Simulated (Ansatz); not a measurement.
Diphenyliodonium iodide (C12H10I2). The state is a triplet with charge 0. Geometry PBE-D4/def2-SVP, that of the neutral singlet; atoms count from 1.

| atom | x (Å) | y (Å) | z (Å) |
| --- | --- | --- | --- |
| I1 | -0.332 | -2.046 | 1.802 |
| C2 | 4.517 | 0.860 | 1.809 |
| C3 | 3.744 | 1.930 | 1.336 |
| C4 | 2.505 | 1.686 | 0.713 |
| C5 | 2.088 | 0.360 | 0.589 |
| I6 | 0.243 | 0.088 | -0.659 |
| C7 | -1.954 | -0.291 | -0.974 |
| C8 | -2.654 | 0.833 | -1.415 |
| C9 | -3.996 | 0.659 | -1.804 |
| C10 | -4.590 | -0.610 | -1.737 |
| C11 | -3.853 | -1.715 | -1.281 |
| C12 | -2.514 | -1.559 | -0.879 |
| C13 | 2.820 | -0.725 | 1.062 |
| C14 | 4.061 | -0.462 | 1.669 |
| H15 | 5.482 | 1.057 | 2.302 |
| H16 | 4.093 | 2.967 | 1.458 |
| H17 | 1.890 | 2.520 | 0.341 |
| H18 | -2.181 | 1.827 | -1.460 |
| H19 | -4.577 | 1.530 | -2.146 |
| H20 | -5.642 | -0.738 | -2.034 |
| H21 | -4.317 | -2.712 | -1.231 |
| H22 | -1.932 | -2.407 | -0.480 |
| H23 | 2.430 | -1.752 | 0.981 |
| H24 | 4.669 | -1.302 | 2.038 |

In the def2 sets I takes a core potential; there is no spin–orbit coupling. At PBE0-D4/def2-SVP a singlet of charge 0 lies 0.60 eV below the triplet at the same geometry.

(1) Estimate the Mulliken populations from the PBE0/def2-SVP orbitals of Ansatz.

(2) Where does the spin sit?

(3) And the Mayer bond orders between heavy atoms (over 0.3)?

## Answers

(1) 
```tsv
atom	charge (e)	spin (α − β)
I1	-0.15	0.82
C2	-0.01	-0.02
C3	-0.03	0.03
C4	0.01	-0.04
C5	-0.23	0.45
I6	0.35	0.26
C7	-0.23	0.46
C8	0.01	-0.04
C9	-0.03	0.03
C10	-0.01	-0.02
C11	-0.03	0.03
C12	0.01	-0.03
C13	0.02	-0.03
C14	-0.03	0.03
H15	0.03	0.00
H16	0.04	0.00
H17	0.03	0.01
H18	0.03	0.01
H19	0.04	0.00
H20	0.03	0.00
H21	0.04	0.00
H22	0.05	0.01
H23	0.05	0.01
H24	0.04	0.00
```
Mulliken values depend strongly on the basis.

(2) Summed by element: I 1.07, C 0.87, H 0.06, of 2 unpaired in all. Largest on single atoms: I1 0.82, C7 0.46, C5 0.45.

(3) C2–C3 1.40 (1.40 Å); C2–C14 1.40 (1.41 Å); C3–C4 1.41 (1.41 Å); C4–C5 1.41 (1.40 Å); C5–I6 0.64 (2.24 Å); C5–C13 1.42 (1.39 Å); I6–C7 0.63 (2.25 Å); C7–C8 1.41 (1.40 Å); C7–C12 1.43 (1.39 Å); C8–C9 1.41 (1.41 Å); C9–C10 1.40 (1.40 Å); C10–C11 1.40 (1.41 Å); C11–C12 1.41 (1.41 Å); C13–C14 1.41 (1.41 Å).
